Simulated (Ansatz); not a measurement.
`[CH3][Al]([SiH3])[Br]` + `OBF` → `[CH3][Al]([SiH3])[BH]O` + `FBr`  (formal exchange of groups at the Al–Br bond)

Calculated with Ansatz (gas phase, PBE0-D4/def2-TZVP geometries, no zero-point term in ΔE). CBS: MP2 limit from def2 TZ/QZ plus the TZ coupled-cluster correction, frozen cores. This one scheme is used for every species. DFT in def2-TZVPP. B3LYP here is the variant with VWN-RPA as its local correlation; programs differ in this. For Br outer-core shells are correlated without core-valence functions, which leaves a few kJ/mol of doubt a bond. Scalar relativity is left out up to krypton. One conformer a species, not always the lowest.

| level | ΔE (kJ/mol) |
| --- | --- |
| PBE-D4 | 577.5 |
| B3LYP-D4 | 602.2 |
| ωB97M-V | 612.0 |
| PBE | 578.1 |
| B3LYP | 603.1 |
| SCS-MP2/def2-TZVPP | 627.6 |
| HF/def2-QZVPP | 658.4 |
| HF/CBS(def2) | 657.7 |

Q: What does CCSD(T)/CBS give? (Best estimate.)

A: The calculation gave: +619.1 kJ/mol. The listed levels differ from it by -41.6, -16.9, -7.1, -41.0, -16.0, 8.5, 39.3, 38.6 kJ/mol.

Largest T1 diagnostic among the species: 0.014.

From PBE to PBE0 (25 % exact exchange), in def2-TZVPP and without D4, ΔE moves by +28.6 kJ/mol. In def2-TZVPP, CCSD(T) changes the Hartree–Fock value by −46.6 kJ/mol (the triples alone add −7.2 kJ/mol) and MP2 by −19.5 kJ/mol.
